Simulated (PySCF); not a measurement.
Cl₃OW (SMILES [O]=[W+]([Cl])([Cl])[Cl]), charge +1, singlet, geometry from GFN2-xTB (such geometries of metal compounds can be far from the true shape) (the multiplicity is a formal guess) (core potentials on W), with bond 5-1 at 1.6 times its length; DF-SVWN5/def2-SVP run with PySCF.

PySCF was given this input:
```python
from pyscf import gto, scf, dft

mol = gto.Mole()
mol.atom = '''
    W     0.153257   -0.066619   -0.070020
    O     1.560623   -0.678386   -0.713011
    Cl    0.546049    0.882098    1.785123
    Cl   -0.700583    1.353971   -1.392436
    Cl   -2.087150   -2.562970    0.438234
'''
mol.basis = 'def2-svp'
mol.ecp = {'W': 'def2-svp'}
mol.charge = 1
mol.spin = 0
mol.verbose = 4
mol.build()

mf = dft.RKS(mol)
mf.xc = 'lda,vwn'
mf.conv_tol_grad = 1e-7
mf = mf.density_fit(auxbasis='def2-universal-jkfit')
mf.kernel()
```

The log (banner, timings and long lists left out):

```
PySCF version 2.14.0

[INPUT] verbose = 4
[INPUT] num. atoms = 5
[INPUT] num. electrons = 72
[INPUT] charge = 1
[INPUT] spin (= nelec alpha-beta = 2S) = 0
[INPUT] symmetry False subgroup None
[INPUT] Mole.unit = angstrom
[INPUT] Symbol           X                Y                Z      unit          X                Y                Z       unit  Magmom
[...]
nuclear repulsion = 366.365501359819
number of shells = 42
number of NR pGTOs = 189
number of NR cGTOs = 100
basis = def2-svp
ecp = {'W': 'def2-svp'}

******** <class 'pyscf.df.df_jk.DFRKS'> ********
method = DFRKS
initial guess = minao
damping factor = 0
level_shift factor = 0
DIIS = <class 'pyscf.scf.diis.CDIIS'>
diis_start_cycle = 1
diis_space = 8
diis_damp = 0
SCF conv_tol = 1e-09
SCF conv_tol_grad = 1e-07
SCF max_cycles = 50
direct_scf = False
XC library pyscf.dft.libxc version 7.1.2
    S. Lehtola, C. Steigemann, M. J. T. Oliveira, and M. A. L. Marques,  SoftwareX 7, 1–5 (2018)
XC functionals = lda,vwn
    P. A. M. Dirac,  Math. Proc. Cambridge Philos. Soc. 26, 376 (1930)
    F. Bloch,  Z. Phys. 57, 545 (1929)
    S. H. Vosko, L. Wilk, and M. Nusair,  Can. J. Phys. 58, 1200 (1980)
radial grids:
    Treutler-Ahlrichs [JCP 102, 346 (1995); DOI:10.1063/1.469408] (M4) radial grids

becke partition: Becke, JCP 88, 2547 (1988); DOI:10.1063/1.454033
pruning grids: <function nwchem_prune>
grids dens level: 3
symmetrized grids: False
atomic radii adjust function: <function treutler_atomic_radii_adjust>
small_rho_cutoff = 0
Initial guess from minao.
tot grids = 95032
init E= -1505.32900361756
[...]
cycle= 1 E= -1516.6134151001  delta_E= -11.3  |g|= 1.38  |ddm|= 7.25
[...]
cycle= 2 E= -1501.23651021562  delta_E= 15.4  |g|= 5.77  |ddm|= 8.84
[...]
cycle= 3 E= -1516.80316647189  delta_E= -15.6  |g|= 1.02  |ddm|= 8.38
[...]
cycle= 4 E= -1509.89072947888  delta_E= 6.91  |g|= 2.68  |ddm|= 4.61
[...]
cycle= 5 E= -1516.88788732656  delta_E=   -7  |g|= 0.836  |ddm|= 3.85
[...]
cycle= 6 E= -1517.08711843344  delta_E= -0.199  |g|= 0.361  |ddm|=  1.2
[...]
cycle= 7 E= -1514.62210985197  delta_E= 2.47  |g|=  2.3  |ddm|= 3.12
[...]
cycle= 8 E= -1514.63527097796  delta_E= -0.0132  |g|= 2.28  |ddm|= 0.048
[...]
cycle= 9 E= -1515.4499159058  delta_E= -0.815  |g|= 2.01  |ddm|= 0.692
[...]
cycle= 10 E= -1517.08360021643  delta_E= -1.63  |g|= 0.358  |ddm|= 2.63
[...]
cycle= 11 E= -1517.06699315497  delta_E= 0.0166  |g|= 0.396  |ddm|= 1.12
[...]
cycle= 12 E= -1516.96217897929  delta_E= 0.105  |g|= 0.693  |ddm|= 0.403
[...]
cycle= 13 E= -1517.12082922349  delta_E= -0.159  |g|= 0.0861  |ddm|= 0.98
[...]
cycle= 14 E= -1517.12221961823  delta_E= -0.00139  |g|= 0.0718  |ddm|= 0.15
[...]
cycle= 15 E= -1517.12290456199  delta_E= -0.000685  |g|= 0.0599  |ddm|= 0.114
[...]
cycle= 16 E= -1517.12369811198  delta_E= -0.000794  |g|= 0.00554  |ddm|= 0.147
[...]
cycle= 17 E= -1517.12364634661  delta_E= 5.18e-05  |g|= 0.0123  |ddm|= 0.0914
[...]
cycle= 18 E= -1517.12372714756  delta_E= -8.08e-05  |g|= 0.000595  |ddm|= 0.049
[...]
cycle= 19 E= -1517.12372725245  delta_E= -1.05e-07  |g|= 0.000334  |ddm|= 0.00554
[...]
cycle= 20 E= -1517.12372734307  delta_E= -9.06e-08  |g|= 0.000104  |ddm|= 0.00261
[...]
cycle= 21 E= -1517.12372734808  delta_E= -5.01e-09  |g|= 8.91e-06  |ddm|= 0.000201
[...]
cycle= 22 E= -1517.12372734801  delta_E= 6.68e-11  |g|= 1.57e-05  |ddm|= 4.59e-05
[...]
cycle= 23 E= -1517.1237273481  delta_E= -9.19e-11  |g|= 4.32e-06  |ddm|= 3.94e-05
[...]
cycle= 24 E= -1517.12372734811  delta_E= -7.28e-12  |g|= 1.3e-06  |ddm|= 1.02e-05
[...]
cycle= 25 E= -1517.12372734811  delta_E=    0  |g|= 4.02e-07  |ddm|= 1.17e-06
[...]
cycle= 26 E= -1517.12372734811  delta_E= 2.27e-12  |g|= 2.75e-07  |ddm|= 2.26e-06
[...]
cycle= 27 E= -1517.12372734811  delta_E= -4.55e-13  |g|= 8.29e-08  |ddm|= 1.57e-06
[...]
Extra cycle  E= -1517.12372734811  delta_E= -3.64e-12  |g|= 3.54e-07  |ddm|= 1.03e-06
converged SCF energy = -1517.12372734811
```
